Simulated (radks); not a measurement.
Results of a calculation; reference values are marked as such.
These are the eigenvalues of the occupied orbitals of an atom or ion with whole-number occupations (hartree). Level of theory: scalar-relativistic Kohn-Sham, r2SCAN, spin-unpolarised, spherical densities, finite nucleus; meta-GGA in the generalised Kohn-Sham scheme; Fermi nuclear charge, rms radius of each element as measured or else 0.836 A^(1/3) + 0.57 fm (a radial shooting solver on a logarithmic mesh with Libxc functionals).

orbital  eigenvalue
1s        -2489.424
2s        -437.8119
2p        -384.9694
3s        -109.1384
3p        -93.34295
3d        -74.88375
4s        -30.94715
4p        -25.69073
4d        -18.91993
5s        -11.85569
4f        -11.34691

Which element is it, and in what charge state? The configuration may be excited.

Answer. Z = 73, tantalum, charge +14: Ta14+ in [Kr] 4d10 4f11 5s2. The list shows which subshells hold electrons but not how many an open one holds; the 1s level, -2489.4 hartree, gives Z - s = 70.6 by -(Z - s)^2/2, which with screening and relativity narrows Z to a few neighbours, and the depths of the outer levels then fix element, charge and occupations together.
